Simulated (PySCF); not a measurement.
Compound: C6H7FO (charge -1 and doublet state).
Structure used (GFN2-xTB), in Å, numbered top down from 1:
```
atom  x, y, z in Å
O1     0.594   -2.780    0.177
C2     0.466   -1.525    0.039
C3     1.502   -0.587    0.058
C4     1.326    0.783   -0.067
C5    -0.037    1.381   -0.224
C6    -1.054    0.441    0.400
F7    -2.355    0.959    0.207
C8    -0.948   -0.946   -0.191
H9     2.509   -0.965    0.193
H10    2.171    1.457   -0.069
H11   -0.315    1.529   -1.283
H12   -0.096    2.367    0.257
H13   -0.928    0.406    1.490
H14   -1.686   -1.616    0.259
H15   -1.152   -0.896   -1.267
```

The hyperfine couplings belong to this conformer and change with its torsions.

As a line formula: `[O-][C]1C=CC[C@@H](F)C1` [radical] (charge -1).

Level of theory: UKS B3LYP, pcH-1 on C F H O, non-relativistic, mean-field spin-orbit, GIAO in PySCF 2.14.0. Whether the extra electron is bound in the gas phase wasn't checked; a finite basis holds it in any case. Couplings are sensitive to structure, and on GFN2-xTB geometries they can be far from those on DFT ones, by a factor of two or more for some ions and for spin on atoms past the first row. The SCF solution wasn't tested for stability.

(1) The isotropic 1H couplings are +69.3, -36.5, +23.0, +20.5, +4.3, -3.8, -1.3 MHz. Assign them to H9; H10; H11; H12; H13; H14; H15.

Answers

(1) 
```tsv
site	a_iso (MHz)	ρ(0) (bohr⁻³)	position	distance from C4 (Å)	bound to	spin population there	largest |T| (MHz)
H9	-3.8	-0.0008	2 bonds from C4	2.13	C3	+0.01	5.6
H10	-36.5	-0.0082	1 bond from C4	1.08	C4	+0.56	22.8
H11	+69.3	+0.0155	2 bonds from C4	2.17	C5	-0.04	5.4
H12	+20.5	+0.0046	2 bonds from C4	2.15	C5	-0.04	5.7
H13	-1.3	-0.0003	3 bonds from C4	2.76	C6	+0.01	3.5
H14	+4.3	+0.0010	4 bonds from C4	3.86	C8	-0.02	3.7
H15	+23.0	+0.0051	4 bonds from C4	3.22	C8	-0.02	3.9
```

ρ(0) is the spin density at the nucleus and T the dipolar tensor. The Mulliken spin populations are largest on C4 (+0.56), O1 (+0.24) and C2 (+0.21). Three atoms exceed +0.15. The angles at C4 add up to 360.0°, so it is planar.

C2, the radical centre as drawn in `[O-][C]1C=CC[C@@H](F)C1`, holds a spin population of +0.21 out of 1.

Time: 69 s of wall time (grids of density and orbitals included); peak memory 0.96 GiB. Hardware: Arm Neoverse V1, one thread (shared host).
